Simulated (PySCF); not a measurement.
Solvent effects on NMR parameters

Structure with atom numbers: `[NH2:1][SiH2:2][O:3][SiH:4]([O:5][SiH3:6])[O:7][SiH3:8]`; H(Xn) means a hydrogen on atom n.

GIAO PBE0/pcSseg-1 in PySCF 2.14.0 with density-fitted response routines on one PBE0-D3(BJ)/def2-SVP conformer, non-relativistic, equivalent nuclei averaged. Solvents enter as an IEF-PCM continuum (acetone with ε = 20.5, acetonitrile with ε = 35.7) around the gas-phase geometry. Shifts are referred to TMS computed in the same medium.

Gas phase, δ in ppm: Si2 -39.0, Si6/Si8 -42.5, Si4 -71.6, H(Si6)/H(Si8) 5.09, H(Si2) 4.91, H(Si4) 4.27, H(N1) 1.65. Dipole moment 2.52 D.

(1) How does each δ change in the continuum?

(2) Which nuclei move most (in ppm), and what does the model miss?

## Answers

(1) 
```json
{"atoms": "Si2", "environment": "silicon bonded to N, O, 2 H", "Δδ, acetone": "-0.2", "Δδ, acetonitrile": "-0.2"}
{"atoms": "Si6/Si8", "environment": "silicon bonded to O, 3 H", "Δδ, acetone": "+1.8", "Δδ, acetonitrile": "+1.9"}
{"atoms": "Si4", "environment": "silicon bonded to 3 O, H", "Δδ, acetone": "-0.1", "Δδ, acetonitrile": "-0.1"}
{"atoms": "H(Si6)/H(Si8)", "environment": "hydrogen on a silicon bonded to O", "Δδ, acetone": "+0.01", "Δδ, acetonitrile": "+0.01"}
{"atoms": "H(Si2)", "environment": "hydrogen on a silicon bonded to N, O", "Δδ, acetone": "-0.07", "Δδ, acetonitrile": "-0.07"}
{"atoms": "H(Si4)", "environment": "hydrogen on a silicon bonded to 3 O", "Δδ, acetone": "-0.05", "Δδ, acetonitrile": "-0.05"}
{"atoms": "H(N1)", "environment": "hydrogen on a nitrogen bonded to Si", "Δδ, acetone": "+0.53", "Δδ, acetonitrile": "+0.55"}
```

Changes are relative to the gas phase. The dipole moment becomes 3.30 D in acetone, 3.34 D in acetonitrile.

(2) Si6/Si8 (silicon bonded to O, 3 H, +1.9 ppm) in acetonitrile. A continuum only polarises the solute; specific hydrogen bonds, the anisotropy of aromatic solvents and changes of geometry or conformer are outside it.
